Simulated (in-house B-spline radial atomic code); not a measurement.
Checks on a self-consistent run for the promethium ion Pm⁵⁺, [Kr] 4d10 4f2 5s2 5p5 8s1. Level of theory: Dirac-Hartree-Fock, average of configuration, Fermi nucleus of rms radius 4.962 fm; calculated with an all-electron radial atomic-structure program (B-spline basis).

```tsv
orbital	q	ε (Eh)	<1/r>	<r²>	small-component weight
1s1/2	2	-1673.41476	67.4189	0.000731514	0.051311
2s1/2	2	-279.02099	16.0083	0.0114832	0.011265
2p1/2	2	-263.70847	15.9472	0.00841273	0.011264
2p3/2	4	-243.06596	14.2855	0.00965372	0.010523
3s1/2	2	-65.33176	5.82793	0.0768629	0.0035347
3p1/2	2	-58.74856	5.72982	0.0722086	0.0034624
3p3/2	4	-54.50864	5.31625	0.0793174	0.0032625
3d3/2	4	-43.21513	5.17284	0.0641469	0.0031222
3d5/2	6	-42.31000	5.06853	0.0661479	0.0030631
4s1/2	2	-16.41381	2.42182	0.389432	0.0010994
4p1/2	2	-13.80818	2.31486	0.413248	0.0010271
4p3/2	4	-12.85426	2.18586	0.448935	0.0009669
4d3/2	4	-8.48551	1.97498	0.515278	0.0008159
4d5/2	6	-8.31105	1.94153	0.52932	0.00079785
4f5/2	0.85714	-3.56803	1.5486	0.765694	0.00052952
4f7/2	1.1429	-3.54686	1.53823	0.775078	0.00052406
5s1/2	2	-4.52890	0.998167	1.9717	0.00027199
5p1/2	1.6667	-3.66692	0.921151	2.29376	0.00023989
5p3/2	3.3333	-3.48902	0.879037	2.47338	0.00022492
8s1/2	1	-0.63390	0.187684	56.9537	2.379e-05
```

Electron-electron repulsion V_ee = 3487.1139 hartree.

Question: What total energy follows from the eigenvalues?

Answer: The eigenvalues count the repulsion twice, so E = Σqε - V_ee = -6527.682 - 3487.114 = -10014.796 hartree; the run printed -10014.796.

Question: Does the Dirac virial theorem hold?

Answer: For a point nucleus E = -2c²Σq·w, with w the small-component weight. Here Σq·w = 0.26662 and c = 137.0360, so the ratio E/(-2c²Σq·w) is 1.000105; the finite nucleus accounts for the departure from 1.

Question: What diamagnetic shielding (Lamb formula) and susceptibility (Langevin formula) do the radii give?

Answer: σ = (α²/3)Σq<1/r> = 398.875/(3·137.036²) = 7080.2 ppm, and χ = -0.79199×10⁻⁶·Σq<r²> = -66.92×10⁻⁶ cm³/mol with Σq<r²> = 84.494 bohr². Both are non-relativistic formulas without the paramagnetism of open shells; for so heavy an element the full relativistic shielding is larger by tens of per cent.
